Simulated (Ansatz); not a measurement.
`[NH2][Zn][OH]` + HBr → `[NH2][Zn][Br]` + H₂O at 700 K and 1 bar (ligand exchange at a Zn–O bond).

Program: Ansatz. Geometries: PBE0-D4/def2-TZVP. ΔE: electronic, gas phase. CBS: MP2 limit from def2 TZ/QZ plus the TZ coupled-cluster correction, frozen cores. This one scheme is used for every species. For Br, Zn outer-core shells are correlated without core-valence functions, which leaves a few kJ/mol of doubt a bond. Scalar relativity is left out up to krypton. One conformer a species, not always the lowest.

```csv
species,CCSD(T)/CBS energy (Eh),H − E (kJ/mol),S (J/(mol·K))
`[NH2][Zn][OH]`,-1910.09198,151.4,370.3
HBr,-2573.91920,36.5,223.7
`[NH2][Zn][Br]`,-4407.67573,114.2,373.5
H₂O,-76.37941,80.5,218.4
```

H − E and S are ideal-gas, rigid-rotor, harmonic terms from PBE0-D4/def2-TZVP, for one conformer and one mirror image of each species. 1 Eh = 2625.50 kJ/mol, R = 8.31446 J/(mol·K).

Task: By hand: ΔE, ΔH, ΔS and ΔG.

Result: ΔE = (-4407.67573) + (-76.37941) − (-1910.09198) − (-2573.91920) = -0.04396 Eh = -115.4 kJ/mol. Δ(H − E) = 114.2 + 80.5 − 151.4 − 36.5 = 6.8, so ΔH = -108.6 kJ/mol. ΔS = 373.5 + 218.4 − 370.3 − 223.7 = -2.1 J/(mol·K). ΔG = -108.6 − 700 × (-2.1)/1000 = -107.1 kJ/mol.

Task: By hand: the equilibrium constant, and the temperature at which ΔG would vanish if ΔH and ΔS stayed fixed.

Result: log₁₀ K = −ΔG/(RT ln 10) = 8.0. ΔG = 0 at ΔH/ΔS = 51714 K, far beyond where these terms or the molecules hold.

The number of gas molecules stays the same, so ΔS is small and ΔH decides. A doubt of 5 kJ/mol in ΔE shifts log₁₀ K by 0.4 here. Other conformers and mirror images would add mixing entropy, several J/(mol·K) or more a flexible species. These are equilibria of isolated gas molecules and say nothing of rates. Largest T1 diagnostic: 0.017 (customary marks: 0.02 for closed shells, 0.045 for open ones).
